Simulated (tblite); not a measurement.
Parent: `[O:1]=[C:2]1[CH:3]=[CH:4][SiH2:5]1`, C3H4OSi.

Computed geometry: GFN2-xTB, gas phase. One conformer each, not checked by frequencies here.

| coordinate of the parent | value |
| --- | --- |
| O1=C2 | 1.204 Å |
| C2–C3 | 1.479 Å |
| C3=C4 | 1.345 Å |
| C4–Si5 | 1.904 Å |
| C2–Si5 | 1.952 Å |
| O1–C2–C3 | 130.7° |
| O1–C2–Si5 | 138.8° |
| C3–C2–Si5 | 90.5° |
| C2–C3–C4 | 102.8° |
| C3–C4–Si5 | 96.9° |
| C2–Si5–C4 | 69.9° |

Question: How does the shared frame change in `[O:1]=[C:2]1[CH:3]=[CH:4][Si@H:5]1[C:6]([F:7])([F:8])[F:9]`, C4H3F3OSi? Atoms pair as O1 = O1, C2 = C2, C3 = C3, C4 = C4, Si5 = Si5 (parent first).

Answer: 
| parent | relative | value in the relative | change |
| --- | --- | --- | --- |
| O1=C2 | O1=C2 | 1.197 Å | -0.007 |
| C2–C3 | C2–C3 | 1.482 Å | +0.003 |
| C3=C4 | C3=C4 | 1.347 Å | +0.002 |
| C4–Si5 | C4–Si5 | 1.900 Å | -0.004 |
| C2–Si5 | C2–Si5 | 1.965 Å | +0.013 |
| O1–C2–C3 | O1–C2–C3 | 131.5° | +0.8 |
| O1–C2–Si5 | O1–C2–Si5 | 138.7° | -0.1 |
| C3–C2–Si5 | C3–C2–Si5 | 89.6° | -0.9 |
| C2–C3–C4 | C2–C3–C4 | 103.5° | +0.7 |
| C3–C4–Si5 | C3–C4–Si5 | 96.6° | -0.3 |
| C2–Si5–C4 | C2–Si5–C4 | 70.2° | +0.3 |

Of the parent's bonds, C2–Si5 changes most (+0.013 Å). Bonds of the relative outside the shared frame: Si5–C6 1.954, C6–F7 1.345, C6–F8 1.346, C6–F9 1.349 Å. Point group Cs → C1.
